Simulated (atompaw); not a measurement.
## Before and after: PAW (atompaw) potential for Zr

- Element: zirconium
- Generator: atompaw 4.2.0.5
- Type: PAW
- Functional: PBE
- Relativity: scalar-relativistic
- Frozen core: [Ar] 3d10
- Valence charge: 12
- Reference configuration: 4s2 4p6 4d2 5s2 5p0
- Partial waves: 4s (bound): rc 1.90 bohr; 5s (bound): rc 2.30 bohr; 4p (bound): rc 1.75 bohr; 5p (bound, empty): rc 2.80 bohr; 4d (bound): rc 2.80 bohr; 4d channel at 1.55 Ry: rc 2.80 bohr
- Local potential: bessel scheme, radius 2.45 bohr
- Core correction: smooth core density matched at 2.00 bohr
- Augmentation charge: sinc compensation charge, radius 2.10 bohr; PAW radius 2.80 bohr; waves and projectors: modrrkj vanderbiltortho

All-electron outer shells of the reference configuration (PBE, scalar-relativistic, ld1.x):

```
shell  level (eV)  outermost node (bohr)  outermost maximum (bohr)
   3p     -317.66                   0.18                      0.40
   3d     -174.71                      –                      0.35
   4s      -54.50                   0.55                      1.08
   4p      -32.46                   0.56                      1.17
   5s       -4.44                   1.47                      3.15
   4d       -3.60                   0.58                      1.59
   5p       -1.47                   1.70                      4.15
```

Change: augmentation sinc compensation charge, radius 2.10 bohr; PAW radius 2.80 bohr; waves and projectors: custom rrkj vanderbiltortho.

Cutoffs: the cutoffs (Ry, on a coarse ladder) from which the occupation-weighted sum of valence levels, in a spherical-Bessel basis at the reference potential, stays within 10 and 1 mRy of its value at 400 Ry; they do not see the model core or the augmentation charge, which bear on the density cutoff.

Q: What does the change do?

A: The potential gets harder (21 Ry and 40 Ry → 25 Ry and 45 Ry); the range in which the d phases agree widens (upper end 0.2 → 2.4); neither file shows a bound ghost.

| quantity | base | changed |
| --- | --- | --- |
| cutoff, loose | 21 Ry | 25 Ry |
| cutoff, tight | 40 Ry | 45 Ry |
| loose cutoff by channel (10 mRy a level) | s 10 Ry, p 18 Ry, d 8 Ry | s 15 Ry, p 21 Ry, d 10 Ry |
| bound ghosts | none | none |
| s: phases at 2.81 bohr within 0.05 rad from the reference energy up to (Ry; the scan ends near 5) | 4.2 | 4.6 |
| p: phases at 2.81 bohr within 0.05 rad from the reference energy up to (Ry; the scan ends near 5) | to the end of the scan | 3.8 |
| d: phases at 2.81 bohr within 0.05 rad from the reference energy up to (Ry; the scan ends near 5) | 0.2 | 2.4 |
| lowest overlap eigenvalue by channel | s 0.75, p 0.62, d 1.00 | s 0.11, p 0.50, d 0.86 |

 The cutoffs see the waves, projectors and local potential, not the compensation charge or the core.
